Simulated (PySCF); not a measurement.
Isomers of C6H18Si4.

All values: PBE0/pcSseg-1 (PySCF) at PBE0-D3(BJ)/def2-SVP geometries, gas phase, one conformer each.

(1) Rank by HOMO–LUMO gap, lowest first.
A. `[CH2:1]=[C:2]([CH3:3])[SiH2:4][SiH2:5][Si@H:6]([SiH3:7])[C:8](=[CH2:9])[CH3:10]` with C1–C2–Si4–Si5 116°, C2–Si4–Si5–Si6 -44°, Si4–Si5–Si6–Si7 -57°, Si5–Si6–C8–C9 -120°
B. `[CH2:1]=[CH:2][Si:3]1([C:4]([CH3:5])([CH3:6])[CH3:7])[SiH2:8][SiH2:9][SiH2:10]1` with C1–C2–Si3–C4 -119°, C2–Si3–Si8–Si9 138°, Si3–Si8–Si9–Si10 -19°, Si8–Si9–Si10–Si3 19°, C2–Si3–Si10–Si9 -138°
C. `[CH3:1][C:2]#[C:3][SiH2:4][Si@@H:5]([CH2:6][CH2:7][CH3:8])[SiH2:9][SiH3:10]` with C3–Si4–Si5–C6 179°, Si4–Si5–C6–C7 177°, Si5–C6–C7–C8 179°, Si4–Si5–Si9–Si10 54°

(2) Rank by LUMO energy, lowest first.
A. `[CH2:1]=[CH:2][Si:3]1([C:4]([CH3:5])([CH3:6])[CH3:7])[SiH2:8][SiH2:9][SiH2:10]1` with C1–C2–Si3–C4 -119°, C2–Si3–Si8–Si9 138°, Si3–Si8–Si9–Si10 -19°, Si8–Si9–Si10–Si3 19°, C2–Si3–Si10–Si9 -138°
B. `[CH3:1][CH:2]([CH3:3])[Si@H:4]1[SiH2:5][Si@@H:6]([CH:7]2[CH2:8][CH2:9]2)[SiH2:10]1` with C1–C2–Si4–Si5 -57°, Si5–Si6–C7–C8 145°
C. `[CH3:1][C:2]#[C:3][SiH2:4][Si@@H:5]([CH2:6][CH2:7][CH3:8])[SiH2:9][SiH3:10]` with C3–Si4–Si5–C6 179°, Si4–Si5–C6–C7 177°, Si5–C6–C7–C8 179°, Si4–Si5–Si9–Si10 54°
D. `[CH2:1]=[C:2]([CH3:3])[SiH2:4][SiH2:5][Si@H:6]([SiH3:7])[C:8](=[CH2:9])[CH3:10]` with C1–C2–Si4–Si5 116°, C2–Si4–Si5–Si6 -44°, Si4–Si5–Si6–Si7 -57°, Si5–Si6–C8–C9 -120°

Answers

(1) B (6.02 eV), A (6.65 eV), C (6.97 eV).

(2) B (-1.18 eV), A (-1.05 eV), D (-0.45 eV), C (-0.28 eV).

All values together:

```json
{"SMILES": "C=C(C)[SiH2][SiH2][Si@H]([SiH3])C(=C)C", "μ (D)": "0.88", "HOMO (eV)": "-7.10", "LUMO (eV)": "-0.45", "lowest IAO charge (e)": "-0.408 (C)", "highest IAO charge (e)": "+0.456 (Si)", "lowest Hirshfeld charge (e)": "-0.115 (C)", "highest Hirshfeld charge (e)": "+0.233 (Si)"}
{"SMILES": "CC#C[SiH2][Si@@H](CCC)[SiH2][SiH3]", "μ (D)": "0.59", "HOMO (eV)": "-7.25", "LUMO (eV)": "-0.28", "lowest IAO charge (e)": "-0.505 (C)", "highest IAO charge (e)": "+0.477 (Si)", "lowest Hirshfeld charge (e)": "-0.180 (C)", "highest Hirshfeld charge (e)": "+0.245 (Si)"}
{"SMILES": "C=C[Si]1(C(C)(C)C)[SiH2][SiH2][SiH2]1", "μ (D)": "1.44", "HOMO (eV)": "-7.07", "LUMO (eV)": "-1.05", "lowest IAO charge (e)": "-0.403 (C)", "highest IAO charge (e)": "+0.499 (Si)", "lowest Hirshfeld charge (e)": "-0.137 (C)", "highest Hirshfeld charge (e)": "+0.210 (Si)"}
{"SMILES": "CC(C)[Si@H]1[SiH2][Si@@H](C2CC2)[SiH2]1", "μ (D)": "1.42", "HOMO (eV)": "-7.11", "LUMO (eV)": "-1.18", "lowest IAO charge (e)": "-0.403 (C)", "highest IAO charge (e)": "+0.353 (Si)", "lowest Hirshfeld charge (e)": "-0.134 (C)", "highest Hirshfeld charge (e)": "+0.180 (Si)"}
{"SMILES": "CC(C)[Si@H]1[SiH2][Si@H](C2CC2)[SiH2]1", "μ (D)": "0.61", "HOMO (eV)": "-7.06", "LUMO (eV)": "-0.94", "lowest IAO charge (e)": "-0.403 (C)", "highest IAO charge (e)": "+0.351 (Si)", "lowest Hirshfeld charge (e)": "-0.135 (C)", "highest Hirshfeld charge (e)": "+0.178 (Si)"}
```

Conformers: `[CH2:1]=[C:2]([CH3:3])[SiH2:4][SiH2:5][Si@H:6]([SiH3:7])[C:8](=[CH2:9])[CH3:10]` with C1–C2–Si4–Si5 116°, C2–Si4–Si5–Si6 -44°, Si4–Si5–Si6–Si7 -57°, Si5–Si6–C8–C9 -120°; `[CH3:1][C:2]#[C:3][SiH2:4][Si@@H:5]([CH2:6][CH2:7][CH3:8])[SiH2:9][SiH3:10]` with C3–Si4–Si5–C6 179°, Si4–Si5–C6–C7 177°, Si5–C6–C7–C8 179°, Si4–Si5–Si9–Si10 54°; `[CH2:1]=[CH:2][Si:3]1([C:4]([CH3:5])([CH3:6])[CH3:7])[SiH2:8][SiH2:9][SiH2:10]1` with C1–C2–Si3–C4 -119°, C2–Si3–Si8–Si9 138°, Si3–Si8–Si9–Si10 -19°, Si8–Si9–Si10–Si3 19°, C2–Si3–Si10–Si9 -138°; `[CH3:1][CH:2]([CH3:3])[Si@H:4]1[SiH2:5][Si@@H:6]([CH:7]2[CH2:8][CH2:9]2)[SiH2:10]1` with C1–C2–Si4–Si5 -57°, Si5–Si6–C7–C8 145°; `[CH3:1][CH:2]([CH3:3])[Si@H:4]1[SiH2:5][Si@H:6]([CH:7]2[CH2:8][CH2:9]2)[SiH2:10]1` with C1–C2–Si4–Si5 -44°, Si5–Si6–C7–C8 -71°, C2–Si4–Si5–Si6 91°, Si4–Si5–Si6–C7 141°, Si6–C7–C8–C9 -110°, Si5–Si6–Si10–Si4 -21°.
